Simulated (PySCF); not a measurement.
The PySCF input:
```python
from pyscf import gto, scf, dft

mol = gto.M(
    atom='''
B    -0.489112    1.409897   -0.135474
N    -1.389811    0.337563    0.089269
B    -0.958057   -1.007440    0.221840
N     0.433773   -1.250377    0.120146
B     1.385804   -0.225570   -0.103362
N     0.891588    1.098596   -0.227267
H    -2.380251    0.519393    0.160478
H    -1.723700   -1.880451    0.407904
H     0.762915   -2.199151    0.211312
H     2.535514   -0.459655   -0.183047
H     1.563495    1.834955   -0.386703
''',
    basis='sto-3g',
    charge=0,
    spin=1,
    verbose=4,
)

mf = dft.UKS(mol)
mf.xc = 'b3lyp'
mf.kernel()
```

Question: Estimate the number of basis functions that B3LYP/STO-3G (PySCF) returns for this input.

Answer: 35

Question: What is the computed nuclear repulsion energy (B3LYP/STO-3G)?

Answer: 190.7784 Eh

Question: Predict the HOMO energy from B3LYP/STO-3G.

Answer: -2.80 eV

Question: Estimate the total energy that B3LYP/STO-3G returns for this input.

Answer: -238.9077 Eh

Question: Give the dipole moment at the level B3LYP/STO-3G.

Answer: 0.42 D

Question: Predict the <S^2> from B3LYP/STO-3G.

Answer: 0.753

These values belong to the state on which the SCF converged, which isn't shown to be the lowest.
